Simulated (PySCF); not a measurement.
**Electron correlation in Mn²⁺ (manganese, charge +2)**

Starting occupation: [Ar] 3d5, 3d3/2 with m_j = -3/2, -1/2, +1/2, +3/2, 3d5/2 with m_j = +5/2. All numbers are calculated (PySCF 2.14, X2C-1e with screened-nucleus spin-orbit coupling, Gaussian nucleus, in x2c-SVPall-2c (5s5p3d1f, 42 functions)). Frozen: [Ne]; 13 electrons correlated; the 6 highest virtual spinors left out.

MP2 pair energies summed by pair of shells (mhartree):

| pair | energy | share (%) |
| --- | --- | --- |
| 3d-3p | -90.87 | 43.0 |
| 3p-3p | -59.54 | 28.2 |
| 3d-3d | -42.41 | 20.1 |
| 3p-3s | -10.30 | 4.9 |
| 3d-3s | -6.19 | 2.9 |
| 3s-3s | -1.88 | 0.9 |

Total MP2 correlation energy: -211.20 mhartree.

The GHF reference relaxed away from the jj start to a determinant that is no pure jj level (⟨S²⟩ = 8.75, ⟨J²⟩ = 8.75); the energies belong to that determinant.

This basis was not built for core-valence correlation, so the inner-shell part is incomplete.
